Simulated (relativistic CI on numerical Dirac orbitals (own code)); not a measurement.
**Ions with 8 electrons, Cd⁴⁰⁺ to Ho⁵⁹⁺**

These numbers are calculated, not measured: Dirac-Coulomb-Breit CI, separate exchange-only KLI orbitals for each configuration, model QED (radiative potential, 1s self-energy scaled to tabulated hydrogen-like ionisation energies), unscaled Slater integrals (own radial code, finite nucleus).

CI space (outside the closed core 1s2): 2s²2p⁴, 2s2p⁵, 2p⁶, 2p⁵3s, 2s²2p³3s, 2p⁵3p, 2s²2p³3p. Levels of other configurations are missing.

Energies above each ion's lowest level, in eV. Levels are followed by their leading LS label, which can pass from one level to another where the coupling changes.

```tsv
Ion	2s²2p⁴ ³P2	2s²2p⁴ ¹S0	2s²2p⁴ ³P1	2s²2p⁴ ¹D2	2s²2p⁴ ³P0	2s2p⁵ ³P°2	2s2p⁵ ³P°1
Cd⁴⁰⁺	0	31.445	196.35	211.98	419.76	420.24	464.88
In⁴¹⁺	0	32.466	215.54	231.38	458.69	445.45	491.68
Sn⁴²⁺	0	33.494	236.14	252.19	500.44	472.14	747.2
Sb⁴³⁺	0	34.528	258.22	274.48	545.17	500.39	797.9
Te⁴⁴⁺	0	35.57	281.87	298.33	593.03	530.26	851.81
I⁴⁵⁺	0	36.62	307.16	323.81	644.17	561.85	909.1
Xe⁴⁶⁺	0	37.677	334.17	351.01	698.78	595.24	969.93
Cs⁴⁷⁺	0	38.742	363	380.02	757.01	630.53	1034.5
Ba⁴⁸⁺	0	39.815	393.72	410.92	819.06	667.79	1102.9
La⁴⁹⁺	0	40.897	426.45	443.81	885.11	707.14	1175.4
Ce⁵⁰⁺	0	41.986	461.27	478.79	955.36	748.67	1252.3
Pr⁵¹⁺	0	43.084	498.28	515.96	1030	792.49	1333.6
Nd⁵²⁺	0	44.191	537.59	555.42	1109.3	838.69	1419.6
Pm⁵³⁺	0	45.307	579.32	597.28	1193.3	887.39	1510.5
Sm⁵⁴⁺	0	46.432	623.56	641.65	1282.5	938.69	1606.5
Eu⁵⁵⁺	0	47.566	670.45	688.66	1376.9	992.76	1708
Gd⁵⁶⁺	0	48.709	720.1	738.43	1476.9	1049.7	1815.1
Tb⁵⁷⁺	0	49.862	772.65	791.09	1582.7	1109.7	1928.2
Dy⁵⁸⁺	0	51.025	828.23	846.75	1694.5	1172.7	2047.3
Ho⁵⁹⁺	0	52.197	886.97	905.58	1812.7	1239.1	2173
```

The lowest level keeps the configuration 2s²2p⁴ and J = 2 throughout.

Between Z = 64 and 67 the energy of 2s²2p⁴ ¹S0 follows a local power law Z^1.5. For orientation: electrostatic splittings inside a shell grow about linearly with the screened charge, excitations that change n as its square, and fine structure as its fourth power; written in Z itself the exponents are larger, since the screened charge grows faster in proportion.
